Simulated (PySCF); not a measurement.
BH2I, SMILES IB.

Geometry: B3LYP-D3(BJ)/def2-TZVP. The def2 effective core potentials stand for the cores of I; spin–orbit coupling is left out.

Method: CAM-B3LYP/def2-TZVPD (PySCF).

Symmetry labels are those of the subgroup C2v that the program uses (full group C2v).

Computed valence orbital energies around the gap with their symmetry:
```
orbital  symmetry  energy (eV)
-------  --------  -----------
HOMO−7         A2       -54.01
HOMO−6         A1       -54.00
HOMO−5         A1       -21.64
HOMO−4         A1       -15.91
HOMO−3         B2       -12.53
HOMO−2         A1       -11.05
HOMO−1         B1        -9.54
HOMO           B2        -8.83
LUMO           B1        -1.13
LUMO+1         A1         0.52
LUMO+2         A1         0.65
LUMO+3         B2         1.05
```
